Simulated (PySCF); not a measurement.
Species: C7H14O.
Bonds: C1–C2, C2–C3, C2–C4, C2–C5, C5–C6, C6–O7, O7–C8, C5–C8. Hydrogens: H9, H10, H11 on C1; H12, H13, H14 on C3; H15, H16, H17 on C4; H18 on C5; H19, H20 on C6; H21, H22 on C8.

Level of theory: PySCF, PBE0-D3(BJ)/def2-SVP geometry optimisation, gas phase.

Give the optimised bond lengths and angles.

| bond | length (Å) |
| --- | --- |
| C1–C2, C2–C3, C2–C4 | 1.531 |
| C2–C5 | 1.534 |
| C5–C6, C5–C8 | 1.537 |
| C6–O7, O7–C8 | 1.424 |
| C1–H9 and 8 like bonds | 1.101 |
| C5–H18 | 1.101 |
| C6–H19, C8–H22 | 1.105 |
| C6–H20, C8–H21 | 1.104 |

Bonds in one row agree within 0.01 Å and their mean is given. A selection of angles:
| angle | degrees |
| --- | --- |
| C2–C1–H9 | 111.2 |
| H9–C1–H10 | 107.8 |
| C1–C2–C3 | 109.2 |
| C1–C2–C5 | 108.2 |
| C3–C2–C5 | 112.4 |
| C2–C3–H12 | 110.1 |
| C2–C5–C6 | 119.7 |
| C2–C5–H18 | 107.9 |
| C6–C5–C8 | 83.7 |
| C6–C5–H18 | 112.0 |
| C5–C6–O7 | 92.1 |
| C5–C6–H19 | 115.6 |
| C5–C6–H20 | 115.7 |
| O7–C6–H19 | 112.3 |
| O7–C6–H20 | 112.5 |
| H19–C6–H20 | 108.1 |
| C6–O7–C8 | 92.2 |

Dihedral angles: C1–C2–C5–C6 -71° (synclinal); C2–C5–C6–O7 -121° (anticlinal); C5–C6–O7–C8 1° (synperiplanar); C6–O7–C8–C5 -1° (synperiplanar); C2–C5–C8–O7 121° (anticlinal).

Of the pairs four or more bonds apart, H14···H19 is among the closest relative to their van der Waals radii: 2.15 Å, 90 % of the sum of Bondi's values. The 4-membered ring C5–C6–O7–C8 has internal angles of 83.7° to 92.2° (sum 360°, against 360° for a flat polygon); it is planar, 0.00 Å rms from its mean plane, widest ring torsion 1°.

Point group: Cs (tolerance 0.08 Å). No frequency check.
